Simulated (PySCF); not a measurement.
Electronic absorption of C2H12B2P2

Species: C2H12B2P2.
Atom-mapped SMILES: `[CH3:1][B@H-:2]1[PH2+:3][B@H-:4]([CH3:5])[PH2+:6]1` (hydrogens: H7, H8, H9 on C1; H10 on B2; H11, H12 on P3; H13 on B4; H14, H15, H16 on C5; H17, H18 on P6)

Method: TDDFT CAM-B3LYP/def2-SVPD, vertical, gas phase, core orbitals frozen in the response in PySCF. One conformer (not necessarily the lowest) at the PBE0-D3(BJ)/def2-SVP geometry, without solvent, vibrations or thermal averaging.

Question: List the vertical singlet excitations with oscillator strengths and describe the spectrum.

Answer: 

| state | E (eV) | E (hartree) | f | symmetry | main configurations (H = HOMO, L = LUMO) |
| --- | --- | --- | --- | --- | --- |
| S1 | 6.14 | 0.2256 | 0.0013 | – | H→L (83%), H→L+2 (13%) |
| S2 | 6.51 | 0.2393 | 0.0022 | A″ | H-1→L (72%), H-1→L+2 (21%) |
| S3 | 6.69 | 0.2459 | 0.0009 | – | H→L+1 (84%), H→L+2 (10%) |
| S4 | 6.97 | 0.2563 | 0.0080 | A′ | H→L+2 (69%), H→L (10%), H→L+1 (10%) |
| S5 | 7.15 | 0.2629 | 0.0003 | – | H-2→L (51%), H-1→L+1 (35%) |
| S6 | 7.23 | 0.2656 | 0.042 | A″ | H-1→L+1 (32%), H-2→L+1 (24%), H-2→L (16%) |
| S7 | 7.25 | 0.2664 | 0.0005 | – | H→L+3 (48%), H-1→L+2 (27%) |
| S8 | 7.44 | 0.2734 | 0.097 | A″ | H-2→L+2 (29%), H-2→L+1 (23%), H-2→L (16%) |
| S9 | 7.49 | 0.2752 | 0.015 | A″ | H→L+6 (28%), H→L+3 (18%), H-1→L+2 (15%) |
| S10 | 7.65 | 0.2810 | 0.035 | A′ | H-3→L (75%), H-4→L (10%) |

Triplets (Tamm–Dancoff): T1 5.75 eV, H→L (78%), H→L+2 (12%); T2 6.01 eV, H→L+1 (51%), H→L+2 (35%); T3 6.19 eV, H-1→L (75%); T4 6.40 eV, H-1→L+1 (43%), H-1→L+2 (35%).

The lowest singlet lies at 6.14 eV (202 nm, ultraviolet) and is very weak; its leading configuration is HOMO→LUMO (83%). The most intense listed level is S8 at 7.44 eV (167 nm, f = 0.097), 1.30 eV above S1. Löwdin shares by element: HOMO boron 33%, phosphorus 29% (atoms not listed hold the other 39%); LUMO phosphorus 28%, boron 24% or more, hydrogen 10% or more (atoms not listed hold the other 38%). Of the 10 states listed, 4 reach f = 0.01 and 2 stay under 0.0005. The oscillator strengths of these states sum to 0.202; summed over the whole spectrum of an exact calculation they would give the number of electrons, 64 (Thomas–Reiche–Kuhn). Weighted by f, the mean energy of these states is 7.39 eV. The vertical ionisation energy (ΔSCF) is 9.30 eV, 1.65 eV above S10. Symmetry labels in Cs follow from the direction of the transition dipole and are given only for states with f of 0.002 or more. The window holds the lowest 10 singlets.
